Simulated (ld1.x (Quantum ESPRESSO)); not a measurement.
**Reading a pseudo-wave (silicon)**

Columns: radius, all-electron u(r) and pseudo u(r) of the 3s shell (level -10.81 eV) of silicon in the configuration [Ne] 3s2 3p2; PBE, scalar-relativistic, TM scheme, ld1.x (Quantum ESPRESSO) 7.5.

| r (bohr) | all-electron | pseudo |
| --- | --- | --- |
| 0.108 | 0.1048 | 0.0279 |
| 0.215 | -0.1647 | 0.0567 |
| 0.322 | -0.3185 | 0.0881 |
| 0.430 | -0.3270 | 0.1238 |
| 0.538 | -0.2389 | 0.1649 |
| 0.645 | -0.1041 | 0.2122 |
| 0.752 | 0.0460 | 0.2668 |
| 0.860 | 0.1935 | 0.3295 |
| 0.968 | 0.3264 | 0.3983 |
| 1.075 | 0.4391 | 0.4698 |
| 1.182 | 0.5314 | 0.5403 |
| 1.290 | 0.6050 | 0.6051 |
| 1.398 | 0.6607 | 0.6590 |
| 1.505 | 0.6996 | 0.6986 |
| 1.612 | 0.7241 | 0.7239 |
| 1.720 | 0.7362 | 0.7362 |
| 1.828 | 0.7376 | 0.7376 |
| 1.935 | 0.7303 | 0.7303 |
| 2.042 | 0.7160 | 0.7160 |
| 2.150 | 0.6959 | 0.6959 |
| 2.258 | 0.6717 | 0.6717 |
| 2.365 | 0.6445 | 0.6445 |
| 2.472 | 0.6153 | 0.6153 |
| 2.580 | 0.5844 | 0.5844 |
| 2.688 | 0.5529 | 0.5529 |
| 2.795 | 0.5215 | 0.5215 |

Problem. How many radial nodes do the two functions have?

Solution. The all-electron 3s function has n − l − 1 = 2; the pseudo-wave has 0, since the states of the same l below it are removed with the core.

Problem. At about which radius was the pseudo-wave matched?

Solution. 1.85 bohr. The columns agree to 0.0005 from 1.61 bohr on; several derivatives are matched, so the curves merge somewhat inside the radius.

Problem. Is the pseudo-wave norm-conserving?

Solution. Yes: the TM scheme keeps the norm inside the radius equal to the all-electron one, which fixes the energy derivative of the logarithmic derivative at the level.
